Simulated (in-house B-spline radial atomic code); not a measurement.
Functionals against successive ionisation energies: Fe to Fe⁶⁺

Ionisation energies as differences of self-consistent total energies from a B-spline radial code for spherical atoms: all electrons, radial basis limit, scalar-relativistic (one-electron X2C), spin-polarised at highest spin, spherical densities; exact exchange is averaged over the determinants of each configuration. No spin-orbit coupling, Breit or QED terms. NIST's values run from ground level to ground level, so in open shells the differences also hold multiplet and fine-structure energies that spherical high-spin averages miss. Columns give computed minus NIST, in eV; a star marks a semi-empirical value. Species are left out where the tabulated value is theory, is uncertain by more than 0.12 eV, or (13 ions, such as In⁴⁺, Te⁴⁺ and Bi⁴⁺) lies off its series for all methods alike, which flatters the means a little.

| species | shell | NIST (eV) | LDA VWN5 | RPBE | TPSS | wB97X | CAM-B3LYP | AM05 |
| --- | --- | --- | --- | --- | --- | --- | --- | --- |
| Fe | 4s | 7.90 | +0.25 | -0.16 | -0.29 | +0.37 | +0.07 | -0.12 |
| Fe⁺ | 4s | 16.20 | +0.89 | +0.52 | +0.41 | -0.26 | +0.40 | +0.58 |
| Fe²⁺ | 3d | 30.65 ± 0.01 | +1.00 | +0.42 | +0.20 | +0.14 | +0.51 | +0.51 |
| Fe³⁺ | 3d | 54.91 ± 0.04 | +0.35 | +0.08 | +0.07 | -0.38 | +0.07 | +0.12 |
| Fe⁵⁺ | 3d | 98.98 ± 0.01 | +0.76 | +0.47 | +0.39 | +0.15 | +0.58 | +0.52 |
| Fe⁶⁺ | 3d | 124.97 | -0.15 | -0.49 | -0.62 | -0.75 | -0.33 | -0.42 |

(1) How do the methods rank, and which species is hardest?

## Answers

(1) Mean absolute (signed) differences: CAM-B3LYP 0.33 (+0.22) eV; TPSS 0.33 (+0.03) eV; wB97X 0.34 (-0.12) eV; RPBE 0.36 (+0.14) eV; AM05 0.38 (+0.20) eV; LDA VWN5 0.57 (+0.52) eV. For Fe⁺, which loses a 4s electron, the nearest method is off by -0.26 eV, the largest such miss. The first two are tied within the accuracy of the references.
